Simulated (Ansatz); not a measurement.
Coupled-cluster diagnostics for the cluster Al4Sb4, Ansatz.

Geometry of the singlet (r2SCAN-D4/def2-SVP):

Cartesian coordinates in Å:
```
Al 0.360 2.664 -0.458
Al 0.970 -0.283 -1.520
Al -1.661 -0.814 2.593
Al 2.612 -1.530 0.035
Sb 0.731 0.510 1.436
Sb -1.945 0.230 -0.143
Sb -0.118 -2.117 0.556
Sb -0.948 1.340 -2.498
```

In the def2 sets Sb takes a core potential; there is no spin–orbit coupling. Correlated methods freeze 36 core orbitals; core or outer-core shells of Sb are correlated, in sets that lack core-valence functions. Another isomer (singlet) lies 0.57 eV lower at PBE0-D4/def2-TZVP; other spin states weren't run for this one.

Q: Estimate the CCSD(T) correlation energy, the shares of MP2 and (T), T1 and the reference's ⟨S²⟩ for: charge 0, singlet, own geometry in def2-SVP; and the rough time on 4 threads of Arm Neoverse V1 on a shared host.

A: 
| state | basis | correlation (eV) | MP2 share (%) | (T) share (%) | T1 | ⟨S²⟩ (pure) | wall time | remarks |
| --- | --- | --- | --- | --- | --- | --- | --- | --- |
| charge 0, singlet, own geometry | def2-SVP | -21.903 | 92.2 | 7.2 | 0.019 | 0.00 (0.00) | 2.6 min | restricted SCF unstable |
Customary marks for T1 are 0.02 (closed shells), 0.045 (open shells) and about 0.05 (3d metals). T1 stays under 0.02 throughout.
